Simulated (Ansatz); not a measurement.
C₂H₆O₃Si (`C=C[Si](O)(O)O`), relaxed with RKS PBE-D4/def2-SVP in Ansatz 0.2.0 from a rough embedded geometry. The force threshold is 0.03 eV/Å; the program also tests the step.

Charge 0, multiplicity 1.

Start:

```xyz
12

C     1.374   -1.511   -0.386
C     1.116   -0.250   -0.200
Si   -0.492    0.536    0.115
O    -0.511    2.197   -0.362
O    -1.716   -0.220   -0.635
O    -0.844    0.580    1.750
H     0.519   -2.258   -0.387
H     2.312   -1.886   -0.592
H     1.937    0.434   -0.175
H    -0.827    2.741    0.311
H    -1.749   -0.096   -1.559
H    -1.118   -0.266    2.120
```

```tsv
step	energy (eV)	largest force (eV/Å)	largest move (Å)
1	-16171.1033	3.532	0.000
2	-16171.5433	1.529	0.154
3	-16171.6319	0.473	0.200
4	-16171.6426	0.546	0.163
5	-16171.6437	0.500	0.200
6	-16171.6590	0.411	0.199
7	-16171.6672	0.199	0.147
8	-16171.6850	0.024	0.117
9	-16171.6854	0.081	0.031
10	-16171.6859	0.072	0.024
11	-16171.6863	0.030	0.009
12 (rejected)	-16171.6860	0.119	0.019
13	-16171.6864	0.028	0.009
```

End:

```xyz
12

C     1.296   -1.463   -0.587
C     1.190   -0.215   -0.089
Si   -0.455    0.592    0.251
O    -0.321    2.155   -0.315
O    -1.689   -0.304   -0.456
O    -0.873    0.694    1.867
H     0.399   -2.057   -0.837
H     2.270   -1.949   -0.773
H     2.117    0.342    0.144
H    -1.032    2.746   -0.011
H    -1.584   -0.442   -1.413
H    -1.316   -0.098    2.218
```

It took 18 s on 4 threads of an Arm Neoverse V1 on a shared host, with 0.16 GiB of host memory at the peak.
